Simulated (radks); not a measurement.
Results of a calculation; reference values are marked as such.
Initial-state core-level shifts of neutral holmium when its valence configuration changes from [Xe] 4f11 6s2. Code: a radial shooting solver on a logarithmic mesh with Libxc functionals. Model: Dirac Kohn-Sham, PBEsol, spin-unpolarised, spherical densities, point nucleus; open shells are shared between the two j in proportion to 2j + 1. Shifts are changes of the shell-averaged eigenvalues in eV (positive: less bound).

valence                1s       4d       5s       5p
4f11 6s1 6p1       -1.468   -1.447   -1.515   -1.499
4f9 5d2 6s2       -13.818  -14.988   -7.795   -6.224
4f10 6s2 6p1       -9.668  -10.340   -7.254   -6.342
4f11 5d0.5 6s1.5   +0.331   +0.365   +0.419   +0.386
4f8 5d2 6s2 6p1   -25.498  -27.200  -15.122  -12.517
4f10 5d1 6s2       -6.529   -7.131   -4.003   -3.253
4f11 5d1 6s1       +0.520   +0.587   +0.687   +0.627
4f10 5d1.5 6s1.5   -5.885   -6.447   -3.296   -2.598
